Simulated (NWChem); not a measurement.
Species: SiHF, singlet; SMILES F[SiH]

Program: NWChem. Pople sets run with spherical d functions. Low-valent species are run as closed-shell singlets; no triplet was tried in these runs. All runs use the structure optimised with PBE-D3(BJ)/def2-SVP. Ions are spin-unrestricted doublets at the neutral geometry. Hybrids' shares of exact exchange are those that their runs print; pure functionals count as 0. The functionals differ in more than this share.

```
row                share of exact exchange  ΔSCF ionisation energy minus −ε(HOMO) (eV)
-----------------  -----------------------  ------------------------------------------
PBE/6-31+G*                           0.00                                        3.60
r2SCAN/6-31+G*                        0.00                                        3.37
B3LYP/6-31+G*                         0.20                                    withheld
PBE0/6-31+G*                          0.25                                        2.57
BHandHLYP/6-31+G*                     0.50                                        1.58
```

Q: Fit a straight line of the last column on the one before it, predict the withheld value, and compare with the run.

A: 
1. Means of the 4 shown rows: x = 0.188, y = 2.780. Slope Σ(x − x̄)(y − ȳ)/Σ(x − x̄)² = -0.6525/0.1719 = -3.796; intercept 3.492.
2. The shown rows scatter about the line by 0.083 (root mean square); the largest residual is -0.12, at r2SCAN/6-31+G*.
3. At x = 0.20 (B3LYP/6-31+G*; inside the shown range) the line gives 2.73.
4. The run gives 2.84, +0.11 from the line, 1.3 times the scatter. The line crosses zero at a share of 0.92, outside the shown range.
